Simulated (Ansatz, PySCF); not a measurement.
The pair A = CH5N (SMILES CN) (first 7 atoms), B = H2Se (SMILES [SeH2]); geometry from B3LYP-D3(BJ)/def2-TZVP.
(charge 0, multiplicity 1):
| atom | x (Å) | y (Å) | z (Å) |
|---|---|---|---|
| C | 0.4227 | -0.0841 | -0.1717 |
| N | -0.5639 | 0.6409 | 0.6284 |
| H | 0.0157 | -1.0591 | -0.4448 |
| H | 1.3108 | -0.2623 | 0.4358 |
| H | 0.7330 | 0.4235 | -1.0942 |
| H | -1.4173 | 0.7959 | 0.1058 |
| H | -0.2114 | 1.5501 | 0.9015 |
| Se | -0.3462 | -0.6131 | 3.4888 |
| H | -0.8020 | -1.6399 | 2.5474 |
| H | -0.2203 | -1.6049 | 4.5781 |

Correlated levels freeze the cores. Filled d and f shells under p-block atoms count as core. CBS(a, b) extrapolates the correlation energy as X⁻³ and adds the Hartree–Fock energy of set b. MP2 and its Hartree–Fock in aug-cc-pVTZ are density fitted.

Run with Ansatz (a quantum-chemistry and plane-wave program); PySCF for the dispersion terms. Values without a source in brackets are computed.

The monomers are drawn apart, rigid, along the line of their centres of mass. Counterpoise-corrected interaction energies (kcal/mol):

| level | R = 4.673 Å | R = 5.925 Å |
|---|---|---|
| PBE/def2-TZVPPD | -0.8280 | -0.2216 |
| PBE-D3(BJ)/def2-TZVPPD | -1.2050 | -0.3204 |
| wB97M-V/def2-TZVPPD | -1.0253 | -0.2928 |
| MP2/CBS(aug-cc-pVDZ, aug-cc-pVTZ) + ΔCCSD(T)/aug-cc-pVDZ | -1.0387 | -0.2884 |

Task: R is the distance of the centres of mass. Find the local exponent m of E ∝ R⁻ᵐ between the two points.

Result: 
m = ln(E₁/E₂)/ln(R₂/R₁): PBE/def2-TZVPPD 5.6; PBE-D3(BJ)/def2-TZVPPD 5.6; wB97M-V/def2-TZVPPD 5.3; MP2/CBS(aug-cc-pVDZ, aug-cc-pVTZ) + ΔCCSD(T)/aug-cc-pVDZ 5.4. For scale, two fixed dipoles give m = 3, dipole and quadrupole 4, quadrupoles 5, and dispersion or dipole-induced dipole 6 at long range; at these distances several terms mix, and what is left of overlap and damping shifts m, so it need not match one of them.
